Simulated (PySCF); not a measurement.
A GIAO shielding run with PySCF 2.14 (density fitting, non-relativistic, gas phase) on SMILES Cc1cncc(F)[n+]1C, [C$_{6}$H$_{8}$FN$_{2}$]+:

```
$ OMP_NUM_THREADS=1 python probes_run.py task.json out

{"job": {"kind": "nmr", "xc": "PBE0", "basis": "pcSseg-1"}, "charge": 1, "multiplicity": 1}
C     -1.000585     1.729921     0.036821
C      0.092375     0.746850    -0.088282
C      1.412398     1.119892    -0.371510
N      2.398218     0.257932    -0.475446
C      2.143124    -1.024480    -0.312695
C      0.852466    -1.451922    -0.038529
F      0.560886    -2.721134     0.123206
N     -0.162943    -0.573179     0.076213
C     -1.501799    -1.030791     0.376105
H     -1.791892     1.535311    -0.688611
H     -1.457551     1.686991     1.026674
H     -0.625758     2.736302    -0.125380
H      1.669070     2.160106    -0.516195
H      2.960700    -1.726571    -0.396926
H     -2.188693    -0.719267    -0.411786
H     -1.527277    -2.115315     0.457265
H     -1.839735    -0.598615     1.319166
```

Hardware: 1 thread of an Arm Neoverse N1, shared host. The job also computes population analyses, field gradients, ring-centre shieldings.

Q: How large is the calculation?

A: 66 electrons, 193 basis functions and 987 auxiliary functions.

Q: How long does it take, and how much memory does it need?

A: 56 s of wall time, with 14 SCF cycles and 5 response iterations; peak memory 0.85 GiB. Times on a shared host scatter by some tens of per cent.
